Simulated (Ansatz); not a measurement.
CH$_{4}$Cl$_{2}$FNOW, SMILES `C[N]=[W]([OH])([F])([Cl])[Cl]`, 11 atoms. Total charge 0; spin multiplicity 1. Correlated methods include outer-core shells of W, which these sets cover unevenly. W: def2 effective core potential. Hardware: A = 2 threads of an AMD EPYC 7R13 on a shared host; B = 2 threads of an AMD EPYC 7R13 on a shared host and a share of an NVIDIA H100 80 GB. Correlated methods freeze the cores. Open-shell runs search over several starts.

Q: How many basis functions does each run have, and how long does it take in Ansatz? RKS PBE0-D4/def2-SVP energy [A]; UHF-CCSD(T)/def2-TZVPP energy of the cation [B]; UKS r2SCAN-D4/def2-TZVPP energy of the cation [B]; RHF-MP2/def2-QZVPP energy [B]; RKS BLYP-D4/def2-TZVPP energy [B]; UKS B2PLYP (frozen core)/def2-TZVPP energy of the cation [B]; UHF-MP2/def2-QZVPP energy of the cation [B]; RKS PBE0-D4/def2-TZVP relaxation (13 steps) [B]; RKS ωB97M-V/def2-SVP energy [A]; direct RPA on PBE orbitals/def2-TZVPP energy [B]; RKS B97M-V/def2-TZVPP energy [B]; RKS PBE0-D4/def2-TZVPP energy [B]. (Best estimate.)

A: Ansatz gave: Other jobs shared the machine, so times are rough.

| level | job | functions | wall time | peak host memory (GiB) |
| --- | --- | --- | --- | --- |
| RKS PBE0-D4/def2-SVP | energy [A] | 144 | 4.4 s | 0.72 |
| RHF-MP2/def2-QZVPP | energy [B] | 569 | 8 s | 1.1 |
| direct RPA on PBE orbitals/def2-TZVPP | energy [B] | 320 | 11 s | 1.4 |
| RKS BLYP-D4/def2-TZVPP | energy [B] | 320 | 12 s | 0.83 |
| RKS PBE0-D4/def2-TZVPP | energy [B] | 320 | 13 s | 0.85 |
| RKS B97M-V/def2-TZVPP | energy [B] | 320 | 17 s | 0.94 |
| RKS ωB97M-V/def2-SVP | energy [A] | 144 | 17 s | 0.72 |
| UKS r2SCAN-D4/def2-TZVPP | energy of the cation [B] | 320 | 34 s | 1 |
| RKS PBE0-D4/def2-TZVP | relaxation (13 steps) [B] | 262 | 74 s | 0.92 |
| UHF-MP2/def2-QZVPP | energy of the cation [B] | 569 | 78 s | 1.4 |
| UKS B2PLYP (frozen core)/def2-TZVPP | energy of the cation [B] | 320 | 90 s | 1.5 |
| UHF-CCSD(T)/def2-TZVPP | energy of the cation [B] | 320 | 4.9 min | 2.4 |
